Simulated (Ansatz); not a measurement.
Basis sets compared for Li4H4 (relaxed from a model of (LiH)4 ring, whose bonding it doesn't keep). The state is a singlet with charge 0. Geometry PBE-D4/def2-TZVP. Ansatz on 2 threads of Arm Neoverse V1 on a shared host; times are rough, and most runs start from earlier orbitals.

Cartesian coordinates in Å:
```
Li -0.729 -1.096 -1.658
Li 0.786 -1.785 0.834
Li 0.737 1.097 1.654
Li -0.795 1.783 -0.828
H 0.045 -2.195 -0.630
H 1.160 -0.524 1.895
H -0.043 2.196 0.628
H -1.161 0.524 -1.894
```

Another isomer (singlet) lies 0.46 eV lower at PBE0-D4/def2-TZVP; other spin states weren't run for this one.

Binding counts from free atoms (Li doublet, H doublet) in the same basis, without a counterpoise term.

```csv
level,functions,energy (Eh),HOMO (eV),LUMO (eV),binding per atom (eV),wall time
PBE-D4/def2-SVP,56,-32.3765,-5.42,-0.57,1.93,0.7 s
PBE0-D4/def2-SVP,56,-32.4027,-6.64,-0.05,1.92,0.85 s
```

(1) Estimate the rows for PBE-D4/def2-TZVP (with forces), PBE0-D4/def2-TZVP.

Results:

(1) 
```tsv
level	functions	energy (Eh)	HOMO (eV)	LUMO (eV)	binding per atom (eV)	wall time
PBE-D4/def2-TZVP (with forces)	80	-32.4020	-5.50	-0.85	1.89	0.9 s
PBE0-D4/def2-TZVP	80	-32.4260	-6.71	-0.26	1.88	1.1 s
```
